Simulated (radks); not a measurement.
Coulomb parameter of the 4f shell of the samarium ion Sm+ in the model configuration [Xe] 4f5 6s1 6p1, as a second difference U = [E(n + 0.25) + E(n - 0.25) - 2 E(n)] / (0.25)^2 with all orbitals relaxed. "Bare": the charge of the atom changes with n. "Screened": the 6p shell takes up the change at fixed total charge, which measures U(4f,4f) + U(6p,6p) - 2 U(4f,6p). Method: scalar-relativistic Kohn-Sham, SCAN, spin-unpolarised, spherical densities, finite nucleus; meta-GGA in the generalised Kohn-Sham scheme; Fermi nuclear charge, rms radius 5.0819 fm; computed with a radial shooting solver on a logarithmic mesh with Libxc functionals.

start: configuration [Xe] 4f5 6s1 6p1; E - E(n) (eV) 0.000
bare +0.25: configuration [Xe] 4f5.25 6s1 6p1; E - E(n) (eV) -3.882
bare -0.25: configuration [Xe] 4f4.75 6s1 6p1; E - E(n) (eV) 4.888
screened +0.25: configuration [Xe] 4f5.25 6s1 6p0.75; E - E(n) (eV) -2.408
screened -0.25: configuration [Xe] 4f4.75 6s1 6p1.25; E - E(n) (eV) 2.942

U(bare) = 16.091 eV, U(screened by 6p) = 8.552 eV, against the Slater integral F0(4f,4f) = 27.747 eV with frozen orbitals.
